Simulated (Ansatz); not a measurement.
Two structures of TiGeH8O4, closed shell, reached by relaxing down either side of one saddle point (PBE0-D4/def2-TZVP). Energies are electronic, without zero-point energy. Ansatz 0.2.0; basis: def2-TZVPP and def2-QZVPP; cores frozen in the correlated methods. Filled d shells of the heavier atoms are correlated. The def2 sets are not built for correlating such inner shells, so the correlated values are less sure here. Extrapolation: Hartree–Fock as exp(−7.88 √X), correlation as X^−2.97. First:

```
14
angstrom
Ge -1.8553 -0.3453 1.2618
H 1.3675 -1.4803 -0.5144
H 0.3570 -1.1645 1.5275
O -0.0299 -0.3630 1.1659
Ti 1.0218 0.1892 -0.7074
O 1.7661 0.1891 -2.3292
O -0.7382 0.6698 -1.0301
O 2.1027 1.2195 0.3137
H -2.4681 -1.1813 0.1399
H -2.2770 1.1183 1.2943
H -2.1027 -1.0237 2.6266
H 2.0339 -0.4134 -3.0202
H -1.0192 0.9947 -1.8872
H 1.8416 1.5907 1.1588
```

Second:

Ge1  (-1.641, -0.578, 1.575)
H2  (1.065, -3.158, -0.377)
H3  (0.645, -2.555, -0.239)
O4  (-0.560, -0.237, 0.209)
Ti5  (0.549, 0.886, -0.625)
O6  (1.998, -0.021, -1.193)
O7  (-0.305, 1.642, -2.022)
O8  (1.058, 2.184, 0.524)
H9  (-3.083, -0.507, 1.049)
H10  (-1.387, 0.478, 2.662)
H11  (-1.300, -1.991, 2.073)
H12  (2.145, -0.968, -1.199)
H13  (-0.045, 1.703, -2.942)
H14  (0.862, 3.121, 0.504)
(Å)

Problem. Which bonds change from the first to the second?

Solution. TiGeH₈O₄ ([OH][TiH]([OH])([OH])[OH][GeH3]) → TiGeH₆O₄ ([OH][Ti]([OH])([OH])[O][GeH3]) + H₂; bonds formed: H2–H3; dative contacts that become bonds: O4–Ti5; bonds broken: H2–Ti5, H3–O4.

Problem. Give the saddle point's structure and its height above each. (Judge from chemistry; the value comes from the calculation.)

Solution. Computed: 11.37 kcal/mol above the first and 34.99 kcal/mol above the second (CCSD(T) at an estimated basis limit (MP2 extrapolated from triple and quadruple zeta, plus CCSD(T) − MP2 in triple zeta)).
```xyz
14
angstrom
Ge -1.8038 -0.4293 1.3948
H 1.1739 -1.5716 -0.2853
H 0.5433 -1.2963 0.4772
O -0.0369 -0.4221 1.0725
Ti 0.8971 0.2891 -0.5702
O 1.7550 -0.0507 -2.1130
O -0.6789 0.9973 -1.1397
O 1.9784 1.4583 0.2619
H -2.5187 -1.1454 0.2406
H -2.2550 1.0270 1.5418
H -1.9717 -1.2059 2.7112
H 2.0161 -0.8441 -2.5791
H -0.8154 1.2439 -2.0573
H 1.7167 1.9494 1.0447
```

The search had been set up for a four-centre ligand exchange (forming Ge1–O4, H2–H3, breaking Ge1–H2, H3–O4); from that guess it ended on this step instead.

The T1 diagnostic stays at or below 0.022.

Labels in which every atom is bracketed show which atoms are joined, not bond orders.

For scale, one of the runs: CCSD(T)/def2-TZVPP, 348 basis functions, launched by `ansatz run in.yaml --threads 4 --pin off --events-out ev --progress --plain --max-ram 66560MiB --backend cuda --devices 0, --max-vram 37GiB`. Hardware: 4 CPU threads of an AMD EPYC 7R13 and a share of one NVIDIA H100, shared host. Wall time 24 s; peak host memory 0.87 GiB.
